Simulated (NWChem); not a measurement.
## Total energies of H2O2Zn

```
Zn
O 1 1.7670
H 2 0.9622 1 114.41
O 1 1.7670 2 174.96 3 129.61
H 4 0.9622 1 114.41 2 129.61
```
Charge 0, spin multiplicity 1.

Everything below was run with NWChem. The geometry was optimised at PBE0/def2-SVP, a minimum by its harmonic frequencies. It is one conformer; others weren't searched.

Basis set: STO-3G (30 functions).

| method | total energy (Ha) |
|---|---|
| RHF | -1906.12014 |
| MP2 | -1906.28372 |
| B2PLYP | -1907.63497 |
| B3LYP | -1908.15543 |
| PBE0 | -1907.81087 |

Total energies of different functionals aren't comparable as a measure of quality: only differences taken within one method are. 

The correlated methods keep 11 core orbitals frozen. B3LYP has NWChem's definition, with VWN1-RPA local correlation. The structure started from a generated list of species.
